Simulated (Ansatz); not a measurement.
A nudged elastic band was laid between two geometries of C3H6BFOSi (13 atoms, charge 0, multiplicity 1).

Theory: Ansatz, RKS PBE0-D4/6-31G*.

```yaml
movable_images: 7
climbing_image: yes
spring: 5.0 eV/Å²
optimiser: quadratic models (default)
start_path: IDPP
force_threshold: 0.05 eV/Å
iteration_limit: 60
end_points: relaxed
```

Image 0:

```xyz
13
Properties=species:S:1:pos:R:3
F -3.115 0.161 0.723
B -1.815 0.143 0.891
C -0.803 0.247 2.107
O 0.270 0.111 1.119
C -0.546 0.012 -0.003
C -0.091 -0.136 -1.255
Si 1.730 -0.229 -1.657
H -0.764 -0.574 2.831
H -0.716 1.200 2.640
H -0.842 -0.200 -2.038
H 1.892 -0.399 -3.129
H 2.378 -1.383 -0.972
H 2.442 1.012 -1.241
```

Image 8:

```xyz
13
Properties=species:S:1:pos:R:3
F -3.086 0.162 0.751
B -1.787 0.154 0.933
C -0.788 0.269 2.158
O 0.296 0.130 1.183
C -0.507 0.021 0.054
C -0.076 -0.137 -1.206
Si 1.705 -0.251 -1.741
H -0.755 -0.547 2.889
H -0.710 1.226 2.685
H -0.861 -0.203 -1.957
H 2.627 -0.131 -0.583
H 2.014 0.827 -2.726
H 1.949 -1.554 -2.426
```

Problem. What changes between the two ends?

Solution. No bond is made or broken. The dihedral C5–C6–Si7–H11 goes from 180 to -1°.

Problem. Give the energies along the band, and the barrier.

Solution. The forces met the threshold. The highest image is number 8 of 0 to 8, 0.012 eV above the first end and 0.000 eV above the last; the last end lies 0.012 eV above the first. The highest image is an end point: on this band no image between the ends rises above it. Between wells the path still climbs a hump at image 3, 0.01 eV above the well before it.

```json
{"image": "0", "path coordinate (Å)": "0.00", "energy (eV)": "0.000", "dihedral C5–C6–Si7–H11 (°)": "180"}
{"image": "1", "path coordinate (Å)": "0.83", "energy (eV)": "0.004", "dihedral C5–C6–Si7–H11 (°)": "-159"}
{"image": "2", "path coordinate (Å)": "1.67", "energy (eV)": "0.010", "dihedral C5–C6–Si7–H11 (°)": "-137"}
{"image": "3", "path coordinate (Å)": "2.50", "energy (eV)": "0.012", "dihedral C5–C6–Si7–H11 (°)": "-115"}
{"image": "4", "path coordinate (Å)": "3.34", "energy (eV)": "0.007", "dihedral C5–C6–Si7–H11 (°)": "-92"}
{"image": "5", "path coordinate (Å)": "4.19", "energy (eV)": "0.002", "dihedral C5–C6–Si7–H11 (°)": "-69"}
{"image": "6", "path coordinate (Å)": "5.03", "energy (eV)": "0.002", "dihedral C5–C6–Si7–H11 (°)": "-46"}
{"image": "7", "path coordinate (Å)": "5.87", "energy (eV)": "0.008", "dihedral C5–C6–Si7–H11 (°)": "-23"}
{"image": "8", "path coordinate (Å)": "6.72", "energy (eV)": "0.012", "dihedral C5–C6–Si7–H11 (°)": "-1"}
```

The band took 5 iterations and roughly 6 core-minutes.

The run took 3 min on 2 threads of Arm Neoverse V1 (shared host), peak memory 0.3 GiB.
